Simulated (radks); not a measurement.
Results of a calculation; reference values are marked as such.
Species: Sb. Configuration: [Kr] 4d9 5s2 5p3 5d1 (not the ground configuration). Level of theory: Dirac Kohn-Sham, exchange-only LDA, spin-unpolarised, spherical densities, finite nucleus; open shells fill j = l - 1/2 first; Fermi nuclear charge, rms radius 4.6802 fm (a radial shooting solver on a logarithmic mesh with Libxc functionals). Some entries of the table are withheld. Estimate them.

orbital,occ.,eigenvalue (hartree),r(max) (bohr),<r> (bohr)
1s1/2,2,-1111.964,0.01836,0.02845
2s1/2,2,-169.5455,0.1039,0.1223
2p1/2,2,(1),0.07985,0.1033
2p3/2,4,(2),0.08447,0.1088
3s1/2,2,-33.54826,(3),0.3308
3p1/2,2,-29.12080,0.2867,0.3212
3p3/2,4,-27.41600,0.2971,0.3326
3d3/2,4,-19.56718,0.2423,0.3035
3d5/2,6,-19.21240,0.2453,0.3071
4s1/2,2,-5.82463,0.7214,0.7874
4p1/2,2,-4.31761,0.7434,0.8269
4p3/2,4,-3.99398,0.7679,0.8557
4d3/2,4,-1.59425,0.8346,0.9999
4d5/2,5,-1.54608,0.8436,1.012
5s1/2,2,-0.65399,1.819,2.088
5p1/2,2,-0.33578,2.104,2.516
5p3/2,1,-0.30469,2.191,2.626
5d3/2,1,-0.01211,5.565,8.677
5d5/2,0,-0.01168,5.807,8.868

Answer. 
(1) 2p1/2 eigenvalue (hartree): -158.7316
(2) 2p3/2 eigenvalue (hartree): -149.4921
(3) 3s1/2 r(max) (bohr): 0.3005
